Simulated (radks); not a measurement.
Pm II, 60 electrons, occupied as [Xe] 4f5.5 6s0.5 (fractional occupations, a model configuration). Calculated with a radial shooting solver on a logarithmic mesh with Libxc functionals: scalar-relativistic Kohn-Sham, LDA (Slater exchange, Perdew-Wang correlation), spin-polarised, spherical densities, finite nucleus; open shells are filled with parallel spins first (spin-orbit coupling, left out, can overturn this in heavy ions); Fermi nuclear charge, rms radius 4.962 fm.

Unscreened Slater integrals over Kohn-Sham orbitals (eV). They are taken over the spin-up orbitals.

\begin{tabular}{lr}
integral & value \\ \hline
F0(4f,4f) & 23.820 \\
F2(4f,4f) & 10.714 \\
F4(4f,4f) & 6.6143 \\
F6(4f,4f) & 4.7294 \\
F0(4f,6s) & 7.8915 \\
G3(4f,6s) & 0.40833 \\
F0(4f,5p) & 16.650 \\
F2(4f,5p) & 6.1285 \\
G2(4f,5p) & 3.7397 \\
G4(4f,5p) & 2.7582 \\
F0(4f,5s) & 18.763 \\
G3(4f,5s) & 4.1054 \\
F0(6s,6s) & 6.1336 \\
F0(6s,5p) & 7.6014 \\
G1(6s,5p) & 0.61482 \\
F0(6s,5s) & 7.7296 \\
G0(6s,5s) & 0.32329 \\
F0(5p,5p) & 14.373 \\
F2(5p,5p) & 7.6906 \\
F0(5p,5s) & 15.475 \\
G1(5p,5s) & 10.262 \\
F0(5s,5s) & 16.942 \\
\end{tabular}

Derived for the open shells (J is the average intra-shell exchange parameter used in DFT+U). 4f: F4/F2 = 0.617, F6/F2 = 0.441, J = (286 F2 + 195 F4 + 250 F6)/6435 = 0.8603 eV.
